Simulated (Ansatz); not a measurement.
Computed against measured: atomisation enthalpy at 298 K

6 molecules holding Si, Ge, B, Al, Ga, P or As; the atomisation enthalpy at 298 K in kJ/mol, computed less measured. Shapes, held fixed at every level: PBE0-D4/def2-TZVP. Thermal terms are harmonic and unscaled (PBE0-D4/def2-TZVP); the spin-orbit lowering of the free atoms is taken from their spectra. Programs: Ansatz 0.2.0. Measured values: CRC Handbook of Chemistry and Physics, NIST-JANAF tables.

Levels: A = PBE-D4/def2-TZVPP; B = CCSD/def2-TZVPP; C = CCSD(T)/CBS estimate.

```csv
molecule,from tabulated heats,A,B,C
SiO2 (silicon dioxide molecule),1254,+31,-141,-25
BCl3 (boron trichloride),1337,+64,-84,-7
SiH2Cl2 (dichlorosilane (DCS)),1449,-12,-71,+1
SiCl4 (silicon tetrachloride),1598,+26,-116,0
P4S3 (tetraphosphorus trisulfide),2248,+142,-394,-70
Si(SiF3)F3,3760,-11,-219,-26
```

Sum up the errors.


```json
{"level": "PBE-D4/def2-TZVPP", "kind": "GGA", "mean error": "+40.0", "mean absolute error": "47.7", "worst case": "P4S3"}
{"level": "CCSD/def2-TZVPP", "kind": "coupled cluster or CI", "mean error": "-170.8", "mean absolute error": "170.8", "worst case": "P4S3"}
{"level": "CCSD(T)/CBS estimate", "kind": "coupled cluster or CI", "mean error": "-21.2", "mean absolute error": "21.5", "worst case": "P4S3"}
```

On this set CCSD(T)/CBS estimate has the smallest mean absolute error and CCSD/def2-TZVPP the largest. PBE-D4/def2-TZVPP is too high in 4 of 6; CCSD/def2-TZVPP is too low in 6 of 6; CCSD(T)/CBS estimate is too low in 4 of 6. The heats of SiH2Cl2, Si(SiF3)F3 come from older tables and can be uncertain by 10 kJ/mol or more. Heats of the atoms come from ATcT where it has them, that of boron, 570 kJ/mol, from recent work. The levels differ in basis as well as in method. With so many references in doubt the order of the levels isn't settled. The tabulated values of SiO2, P4S3 are in doubt (older tables, estimates, or at odds with other calculations) and kept here. Over the 4 molecules whose values aren't doubted the mean absolute errors are A 28.2; B 122.5; C 8.5. Correlated wave functions converge slowly with the basis. CCSD also lacks the triples, which bind further. T1 is large for SiO2 (0.024), P4S3 (0.022), so single-reference values are less sure there. The CBS estimate extrapolates MP2 from def2-TZVPP and def2-QZVPP and adds CCSD(T) − MP2 in the triple-zeta set, cores frozen. The set is small.
